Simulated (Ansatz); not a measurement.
Series GeMeX3: binding per atom (eV) at several levels, gas phase, relaxed structures; Ansatz. Core potentials for I in the def2 sets, no spin–orbit coupling. Binding counts from free atoms in the multiplicity of their measured ground term, without zero-point energy. A dash marks a value that wasn't run or was left out as unsound. The structures are stationary points that may keep the symmetry of their start. Correlated methods freeze inner cores and use unrestricted references for open shells.

| species | state | geometry | PBE-D4/def2-SVP | PBE-D4/def2-TZVP | r2SCAN-D4/def2-TZVP | PBE0-D4/def2-SVP | PBE0-D4/def2-TZVP | MP2/def2-TZVP |
| --- | --- | --- | --- | --- | --- | --- | --- | --- |
| GeMeI3 (CH3GeI3) | singlet | PBE-D4/def2-SVP | 3.10 | 3.10 | 3.05 | 3.05 | 3.06 | 3.03 |
| GeMeF3 (CH3F3Ge) | singlet | PBE0-D4/def2-SVP | 4.03 | 4.01 | 3.96 | 3.91 | 3.91 | – |
| GeMe(OMe)3 (C4H12GeO3) | singlet | PBE-D4/def2-SVP | 4.05 | 4.02 | 3.95 | 3.97 | 3.94 | 3.88 |
| GeMe(NHMe)3 (C4H15GeN3) | singlet | PBE-D4/def2-SVP | 3.88 | 3.86 | 3.77 | 3.82 | 3.79 | 3.67 |

Problem. Estimate the rows for GeMe(OiPr)3 (C10H24GeO3) (singlet, r2SCAN-D4/def2-SVP geometry).

Solution. 
```json
{"species": "GeMe(OiPr)3 (C10H24GeO3)", "state": "singlet", "geometry": "r2SCAN-D4/def2-SVP", "PBE-D4/def2-SVP": "4.23", "PBE-D4/def2-TZVP": "4.19", "r2SCAN-D4/def2-TZVP": "4.13", "PBE0-D4/def2-SVP": "4.17", "PBE0-D4/def2-TZVP": "4.13", "MP2/def2-TZVP": "4.04"}
```
